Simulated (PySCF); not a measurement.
Compound: C₅H₆O₂.
Bonds: O1–C2, C2–C3, C3–C4 (aromatic), C4–C5 (aromatic), C5–O6 (aromatic), O6–C7 (aromatic), C3–C7 (aromatic). Hydrogens: H8 on O1; H9, H10 on C2; H11 on C4; H12 on C5; H13 on C7.

Method: PBE0-D3(BJ)/def2-TZVP geometry optimisation, gas phase in PySCF 2.14.0.

(1) List the bond lengths, angles and torsions at this level.

## Answers

(1) 
```
         bond  length (Å)     order
        O1–C2       1.418    single
        C2–C3       1.490    single
        C3–C4       1.433  aromatic
        C4–C5       1.352  aromatic
        C5–O6       1.352  aromatic
        O6–C7       1.350  aromatic
        C3–C7       1.356  aromatic
        O1–H8       0.961    single
C2–H9, C2–H10       1.095    single
       C4–H11       1.079    single
       C5–H12       1.077    single
       C7–H13       1.078    single
```

Bonds in one row agree within 0.01 Å and their mean is given. Orders are formal, as drawn. A selection of angles:
```
    angle  degrees
 C2–O1–H8    108.0
 O1–C2–C3    113.3
 O1–C2–H9    110.5
O1–C2–H10    105.7
 C3–C2–H9    109.5
H9–C2–H10    107.4
 C2–C3–C4    127.2
 C2–C3–C7    127.5
 C4–C3–C7    105.3
 C3–C4–C5    106.4
C3–C4–H11    127.3
C5–C4–H11    126.4
 C4–C5–O6    110.4
C4–C5–H12    133.6
O6–C5–H12    116.1
 C5–O6–C7    107.1
O6–C7–H13    116.3
 C3–C7–O6    110.9
C3–C7–H13    132.8
```

Torsions: O1–C2–C3–C4 -84° (synclinal); H8–O1–C2–C3 47° (synclinal). The mirror-image conformer, all signs reversed, is as good.

The 3 C–O bonds span 1.350 Å (O6–C7, aromatic) to 1.418 Å (O1–C2, drawn single), a spread of 0.068 Å. O6 (furan-type oxygen) is bent (angle 107.1°). Of the pairs four or more bonds apart, C4···H8 is among the closest relative to their van der Waals radii: 3.03 Å, 104 % of the sum of Bondi's values. The 5-membered ring C3–C4–C5–O6–C7 has internal angles of 105.3° to 110.9° (sum 540°, against 540° for a flat polygon); it is planar, 0.00 Å rms from its mean plane, widest ring torsion 0°. The 4 C–C bonds span 1.352 Å (C4–C5, aromatic) to 1.490 Å (C2–C3, drawn single), a spread of 0.138 Å.

Point group: C1 (no symmetry element, even within 0.4 Å). No PBE0-D3(BJ)/def2-TZVP frequencies stand behind this structure, so it isn't proved a minimum. The numbers are those of one conformer (H–O1–C2–C3 47°, O1–C2–C3–C4 -84°).

The run took 5.4 min wall on Intel Xeon Platinum 8259CL at 2.50 GHz, one thread, no GPU, on a shared host, and the process peaked at 1.2 GiB of memory. These figures are those of the optimisation.
